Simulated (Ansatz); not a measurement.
Reaction (atomization): `NB1O[SiH]1F` → B• + F• + 3 H• + N• + O• + Si•

Gas-phase electronic energies from Ansatz, PBE0-D4/def2-TZVP geometries. CBS: MP2 limit from def2 TZ/QZ plus the TZ coupled-cluster correction, frozen cores. This one scheme is used for every species, atoms too. DFT in def2-TZVPP. Open shells (•) are unrestricted, without spin–orbit coupling. Spin–orbit coupling would lower the free atoms: a little for B, F, O, Si. Each species was taken in one conformer, which may not be the lowest.

```json
{"level": "revPBE-D4", "ΔE (kJ/mol)": "3217.7"}
{"level": "r2SCANh-D4", "ΔE (kJ/mol)": "3220.7"}
{"level": "r2SCAN0-D4", "ΔE (kJ/mol)": "3172.2"}
{"level": "ωB97X-V", "ΔE (kJ/mol)": "3252.6"}
```

(1) What does CCSD(T)/CBS give? (An estimate is asked.)

Largest T1 diagnostic among the species: 0.014.

## Answers

(1) The calculation gave: +3234.5 kJ/mol. The listed levels differ from it by -16.8, -13.8, -62.3, 18.1 kJ/mol.

At CCSD(T), def2-SVP lies −248.6 kJ/mol from the extrapolated value and def2-TZVPP −104.7 kJ/mol: correlation converges slowly with the basis, and small sets miss more of it in the bonded molecule than in its fragments. The D4 term adds +23.1 kJ/mol with B3LYP and +12.0 kJ/mol with PBE0; it sums over pairs of atoms, weighted by their polarisabilities, and B3LYP, whose exchange is more repulsive, gets the larger term. In def2-TZVPP, CCSD(T) changes the Hartree–Fock value by +851.1 kJ/mol (the triples alone add +59.8 kJ/mol) and MP2 by +962.5 kJ/mol; breaking electron pairs costs correlation energy, which Hartree–Fock lacks.

B3LYP here is the variant with VWN-RPA as its local correlation; programs differ in this.

For atomizations the MP2-based limit and the directly extrapolated one differ by several kJ/mol either way, and by 10 to 25 for some Ge, Se and Sn compounds, so smaller differences from it don't rank the levels.
